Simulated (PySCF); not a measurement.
One of the candidates below gave these computed data.

All candidates are C9H12.

* 13C NMR: chemical shifts (computed TMS as zero) by class: 148.7 (1 C), 140.3 (1 C), 131.8 (1 C), 130.5 (1 C), 126.7 (1 C), 122.6 (1 C), 50.1 (1 C), 32.2 (1 C), 32.0 (1 C) ppm [GIAO PBE0/pcSseg-1]
* Rotational structure: rotational constants A, B, C: 3.701, 0.978, 0.838 GHz [GFN2-xTB]
* 1H NMR: chemical shifts (computed TMS as zero) by class: 5.99 (1 H), 5.95 (1 H), 5.89 (1 H), 5.83 (1 H), 5.39 (1 H), 5.29 (1 H), 2.95 (2 H), 2.77 (2 H), 2.74 (2 H) ppm [GIAO PBE0/pcSseg-1]
* Dipole: 0.14 D [PBE0/pcSseg-1]

Electronic properties: PySCF, gas phase, density fitting. Levels stand in brackets. Geometry: GFN2-xTB, one conformer, isolated molecule. NMR classes are plain means over equivalent atoms (diastereotopic ones count apart unless rotation or inversion swaps them), as if these changed places fast.

Problem. Which candidate is it?
A. `C=CC1=C(C=C)CCC1`
B. `CC1=C[C@@H]2C[C@H]1C=C2C`
C. `C=CCC1=CCC=CC1`
D. `C#C[C@]1(CC)CCC1=C`
E. `CC1=CC=CC=C(C)C1`

Solution. C. It is `C=CCC1=CCC=CC1`. Numbering: `[CH2:1]=[CH:2][CH2:3][C:4]1=[CH:5][CH2:6][CH:7]=[CH:8][CH2:9]1`. Its formula, C9H12, gives 4 degrees of unsaturation: 1 ring and 3 π bonds in the structure found. 9 carbons fall into 9 classes; from least to most shielded: alkene CH carbon [C2] (148.7 ppm), fully substituted alkene carbon [C4] (140.3 ppm), alkene CH carbon [C8] (131.8 ppm), alkene CH carbon [C7] (130.5 ppm), alkene CH carbon [C5] (126.7 ppm), terminal =CH2 carbon [C1] (122.6 ppm), allylic carbon [C3] (50.1 ppm), allylic carbon [C9] (32.2 ppm), allylic carbon [C6] (32.0 ppm). Hydrogen classes from least to most shielded: 1 H on an alkene CH carbon, C8 (5.99 ppm), 1 H on an alkene CH carbon, C7 (5.95 ppm), 1 H on an alkene CH carbon, C2 (5.89 ppm), 1 H on an alkene CH carbon, C5 (5.83 ppm), 1 H on a terminal =CH2 carbon, C1 (5.39 ppm), 1 H on a terminal =CH2 carbon, C1 (5.29 ppm), 2 H on an allylic carbon, C6 (2.95 ppm), 2 H on an allylic carbon, C3 (2.77 ppm, a mean of values up to 0.5 ppm apart in this geometry), 2 H on an allylic carbon, C9 (2.74 ppm, a mean of values up to 0.6 ppm apart in this geometry). The optimised geometry has point group C1 and is an asymmetric top.

The others, at the same levels:
- `CC1=C[C@@H]2C[C@H]1C=C2C` fails: it has 5 carbon classes against 9; its computed 13C shifts are 166.1 (2 C), 140.7 (2 C), 77.7 (1 C), 57.9 (2 C), 20.1 (2 C) ppm, 1H shifts are 6.54 (2 H), 2.91 (2 H), 2.09 (2 H), 2.03 (6 H) ppm and rotational constant A is 3.128 GHz (against 3.701 GHz).
- `C#C[C@]1(CC)CCC1=C` fails: its computed 13C shifts are 163.7 (1 C), 114.9 (1 C), 93.8 (1 C), 77.3 (1 C), 43.5 (1 C), 37.8 (1 C), 30.9 (1 C), 27.5 (1 C), 11.1 (1 C) ppm, 1H shifts are 5.51 (1 H), 5.29 (1 H), 2.98 (1 H), 2.74 (1 H), 2.25 (1 H), 1.97 (1 H), 1.76 (1 H), 1.74 (1 H), 1.51 (1 H), 1.10 (3 H) ppm and rotational constant A is 2.046 GHz (against 3.701 GHz).
- `C=CC1=C(C=C)CCC1` fails: it has 5 carbon classes against 9; its computed 13C shifts are 147.0 (2 C), 137.0 (2 C), 121.3 (2 C), 37.1 (2 C), 25.1 (1 C) ppm, 1H shifts are 7.24 (2 H), 5.49 (2 H), 5.43 (2 H), 2.67 (4 H), 1.93 (2 H) ppm and rotational constant A is 2.297 GHz (against 3.701 GHz).
- `CC1=CC=CC=C(C)C1` fails: it has 5 carbon classes against 9; its computed 13C shifts are 135.2 (2 C), 134.9 (2 C), 127.2 (2 C), 42.5 (1 C), 27.6 (2 C) ppm, 1H shifts are 6.82 (2 H), 6.34 (2 H), 2.06 (6 H), 2.00 (2 H) ppm and rotational constant A is 1.980 GHz (against 3.701 GHz).

Each candidate is one conformer, not necessarily the lowest. The conformers computed, where there is a choice (atom-mapped SMILES and torsion angles):
- `[CH2:1]=[CH:2][CH2:3][C:4]1=[CH:5][CH2:6][CH:7]=[CH:8][CH2:9]1`: C1–C2–C3–C4 121°, C2–C3–C4–C5 108°
- `[CH:1]#[C:2][C@:3]1([CH2:4][CH3:5])[CH2:6][CH2:7][C:8]1=[CH2:9]`: C2–C3–C4–C5 -60°

The conformers of `CC1=C[C@@H]2C[C@H]1C=C2C` and `C=CC1=C(C=C)CCC1` aren't listed.
